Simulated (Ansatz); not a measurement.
Compare A (`C[CH]1B[NH][SnH2]1`) with its isomer B (`B/C(N)=[CH]/[SnH3]`).

Calculated with Ansatz (gas phase, PBE0-D4/def2-TZVP geometries, no zero-point term in ΔE). CCSD(T)/CBS is the MP2 limit (def2-TZVPP, def2-QZVPP) plus CCSD(T) − MP2 in def2-TZVPP, frozen cores. Functionals use def2-TZVPP. B3LYP here is the variant with VWN-RPA as its local correlation; programs differ in this. def2 core potentials past Kr. For Sn outer-core shells are correlated without core-valence functions, which leaves a few kJ/mol of doubt a bond. One conformer a species, not always the lowest.

Task: Which is lower in electronic energy at CCSD(T)/CBS, and by how much? (Best estimate.)

Result: Ansatz gave: A, by 219.7 kJ/mol.

Task: Give E(B) − E(A) in kJ/mol with HF/def2-TZVPP, B2PLYP, CCSD/def2-TZVPP, B3LYP, B3LYP-D4, ωB97M-V, MP2/def2-TZVPP. (An estimate is asked.)

Result: Computed: HF/def2-TZVPP 185.1, B2PLYP 205.7, CCSD/def2-TZVPP 213.2, B3LYP 194.8, B3LYP-D4 196.3, ωB97M-V 211.7, MP2/def2-TZVPP 226.4. None reverses the order clearly.

Largest T1 diagnostic: 0.014.

From PBE to PBE0 (25 % exact exchange), in def2-TZVPP and without D4, E(B) − E(A) moves by +7.7 kJ/mol. In def2-TZVPP, CCSD(T) changes the Hartree–Fock value by +28.5 kJ/mol (the triples alone add +0.3 kJ/mol) and MP2 by +41.3 kJ/mol.
